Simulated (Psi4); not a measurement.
Psi4 input (wB97X-D/6-311+G**):

```
memory 1500 MB

molecule {
0 2
C    -1.84397200   -0.36782100   -0.04621400
B    -0.36002500   -0.07181500   -0.00902300
Cl    0.80604500   -1.36302900    0.27277100
Cl    0.23391300    1.57047200   -0.24670700
H    -2.23450200   -1.36811000    0.09688300
H    -2.58082300    0.40758700   -0.21756600
symmetry c1
no_reorient
no_com
}

set {
  basis 6-311+G**
  reference uks
  scf_type df
  df_basis_scf def2-universal-jkfit
  dft_radial_points 99
  dft_spherical_points 590
  e_convergence 1e-8
  d_convergence 1e-7
  maxiter 150
}

e = energy('wb97x-d')
print_out(f'\nFINAL {e:.10f} DIPOLE {variable("CURRENT DIPOLE")[0]:.6f} {variable("CURRENT DIPOLE")[1]:.6f} {variable("CURRENT DIPOLE")[2]:.6f}\n')
```

From the output:

```
      63A      0.779014    64A      0.873787    65A      0.908767
      66A      0.944632    67A      0.951870    68A      0.955924
      69A      0.973371    70A      0.977887    71A      1.008976
      72A      1.019577    73A      1.112630    74A      1.160040
      75A      1.163335    76A      1.331573    77A      1.341022
      78A      1.459375    79A      1.493938    80A      1.515661
      81A      1.557394    82A      1.590545    83A      1.674392
      84A      1.869039    85A      1.884238    86A      2.006094
      87A      2.011239    88A      2.041410    89A      2.220235
      90A      2.342367    91A      2.369885    92A      2.383032
      93A      2.388070    94A      2.398354    95A      2.434221
      96A      2.610362    97A      2.610605    98A      2.661340
      99A      2.671019   100A      2.824102   101A      2.836017
     102A      2.913279   103A      3.704327   104A      3.828029
     105A      9.820286   106A      9.947255   107A     14.442606
     108A     23.988748   109A     25.948867   110A     26.034697
     111A     26.051024   112A     26.145104   113A     26.398007
     114A     26.519639   115A    215.894728   116A    216.034314

    Final Occupation by Irrep:
              A
    DOCC [    23 ]
    SOCC [     1 ]
    NA   [    24 ]
    NB   [    23 ]

  @DF-UKS Final Energy:  -984.60883716420028

   => Energetics <=

    Nuclear Repulsion Energy =            168.8851258477981219
    One-Electron Energy =               -1692.3929869147136742
    Two-Electron Energy =                 587.2040031258461568
    DFT Exchange-Correlation Energy =     -48.3037029445295261
    Empirical Dispersion Energy =          -0.0012762786012443
    VV10 Nonlocal Energy =                  0.0000000000000000
    Total Energy =                       -984.6088371642002812

  UHF NO Occupations:
  HONO-2 :   22  A 1.9997208
  HONO-1 :   23  A 1.9991463
  HONO-0 :   24  A 1.0000000
  LUNO+0 :   25  A 0.0008537
  LUNO+1 :   26  A 0.0002792
  LUNO+2 :   27  A 0.0002379
  LUNO+3 :   28  A 0.0001320

Computation Completed

Properties will be evaluated at   0.000000,   0.000000,   0.000000 [a0]

Properties computed using the SCF density matrix

 Multipole Moments:

 ------------------------------------------------------------------------------------
     Multipole            Electronic (a.u.)      Nuclear  (a.u.)        Total (a.u.)
 ------------------------------------------------------------------------------------

 L = 1.  Multiply by 2.5417464519 to convert [e a0] to [Debye]
 Dipole X            :         -0.7940805            0.0000076           -0.7940729
 Dipole Y            :         -0.1584096            0.0000132           -0.1583964
 Dipole Z            :         -0.0199126            0.0000113           -0.0199012
 Magnitude           :                                                    0.8099613

 ------------------------------------------------------------------------------------

FINAL -984.6088371642 DIPOLE -0.794073 -0.158396 -0.019901

*** Psi4 exiting successfully. Buy a developer a beer!
```

The geometry given is a B3LYP-D3(BJ)/def2-TZVP minimum.
